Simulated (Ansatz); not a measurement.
Reaction (redistribution): `[F][GeH2][SH]` + `BN[SiH2]OC` → `C[O][GeH]([F])[SH]` + `BN[SiH3]`

Gas-phase electronic energies from Ansatz, PBE0-D4/def2-TZVP geometries. CBS: MP2 limit from def2 TZ/QZ plus the TZ coupled-cluster correction, frozen cores. Functionals use def2-TZVPP. For Ge outer-core shells are correlated without core-valence functions, which leaves a few kJ/mol of doubt a bond. Scalar relativity is left out up to krypton. One conformer a species, not always the lowest.

`[F][GeH2][SH]`:

Cartesian coordinates in Å:
```
F 0.633 1.615 0.696
Ge 0.512 -0.034 0.154
S -1.597 -0.659 0.187
H 1.086 -0.029 -1.266
H 1.271 -0.884 1.176
H -1.905 -0.008 -0.947
```

`BN[SiH2]OC`:

```xyz
13

B     1.694    1.583   -1.403
N     0.493    0.870   -1.312
Si   -0.346    0.461    0.145
O    -0.227   -1.158    0.365
C    -0.993   -1.871    1.308
H     2.180    1.794   -2.477
H     2.212    1.974   -0.397
H     0.086    0.545   -2.179
H     0.280    1.224    1.250
H    -1.791    0.804    0.025
H    -0.646   -1.679    2.329
H    -0.886   -2.937    1.101
H    -2.056   -1.611    1.246
```

`C[O][GeH]([F])[SH]`:

Z-matrix (Å, degrees):
```
C
O 1 1.415
H 1 1.091 2 107.5
H 1 1.096 2 111.8 3 119.1
H 1 1.095 2 111.2 3 -118.9
Ge 2 1.752 1 121.1 3 -168.7
S 6 2.208 2 112.6 1 49.7
F 6 1.738 2 107.8 1 -64.7
H 6 1.525 2 106.5 1 177.9
H 7 1.344 6 91.2 2 -109.6
```

`BN[SiH3]`:

Cartesian coordinates in Å:
```
B -0.632 0.302 -1.392
N -0.142 -0.519 -0.372
Si 0.515 0.000 1.159
H -0.617 1.490 -1.239
H -1.057 -0.192 -2.397
H -0.172 -1.516 -0.539
H -0.277 -0.568 2.282
H 0.465 1.478 1.189
H 1.917 -0.474 1.308
```

| level | ΔE (kcal/mol) |
| --- | --- |
| PBE-D4 | 12.9 |
| PBE | 13.3 |

Q: What does CCSD(T)/CBS give? (An estimate is asked.)

A: Ansatz gave: +14.1 kcal/mol. The listed levels differ from it by -1.2, -0.8 kcal/mol.

Largest T1 diagnostic among the species: 0.012.

In def2-TZVPP, CCSD(T) changes the Hartree–Fock value by −2.7 kcal/mol (the triples alone add −0.6 kcal/mol) and MP2 by −2.6 kcal/mol. From PBE to PBE0 (25 % exact exchange), in def2-TZVPP and without D4, ΔE moves by +1.1 kcal/mol.
